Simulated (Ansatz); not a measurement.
The molecule AlN-, multiplicity 2 (lowest of 2S+1 = 2, 4 at CCSD(T)/def2-TZVPP on PBE0 minima; our sources give no spin for the ground state, which may be another). The T1 diagnostic near the minimum is 0.089, so single-reference values are doubtful.

Seven points along R, fitted to fifth degree in 1/R; most abundant isotopes. Runs in def2 and cc sets follow the lowest solution found near the PBE0 minimum.

Codes used: Ansatz (a quantum-chemistry and plane-wave program) with Gaussian orbitals. Values without a source in brackets are computed.

### Question
What bond length and harmonic frequency does SVWN5/def2-TZVPP give?

### Answer
r_e = 1.697 Å, ω_e = 923 cm⁻¹.

### Question
What bond length and harmonic frequency does PBE/def2-TZVPP give?

### Answer
r_e = 1.718 Å, ω_e = 885 cm⁻¹.

### Question
What bond length and harmonic frequency does B3LYP/def2-TZVPP give?

### Answer
r_e = 1.707 Å, ω_e = 901 cm⁻¹.
